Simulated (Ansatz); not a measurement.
Species: SeBr₂, charge 1, multiplicity 2. 
Geometry from a B3LYP-D3(BJ)/def2-TZVP (Ansatz, a quantum-chemistry and plane-wave program) optimisation:
```xyz
3

Se     0.0233    -0.0067     0.9143
Br     0.8229    -1.5970    -0.4771
Br    -0.8456     1.6036    -0.4110
```
Charge +1, spin multiplicity 2.

Basis-set convergence of Hartree-Fock and CCSD correlation energies (hartree) with Ansatz. Correlated levels leave the core frozen unless marked. UHF or UKS for open shells. No spin-orbit coupling. The frozen core is the preceding noble-gas configuration, with the filled d and f shells of earlier blocks. No relativistic terms.

```
basis    functions        E(HF)  E(corr, CCSD)
-------  ---------  -----------  -------------
cc-pVDZ         81  -7544.27269       -0.36230
cc-pVTZ        129            …              …
```

Complete the blanks.


- cc-pVTZ, E(HF): -7544.51817
- cc-pVTZ, E(corr, CCSD): -0.48716
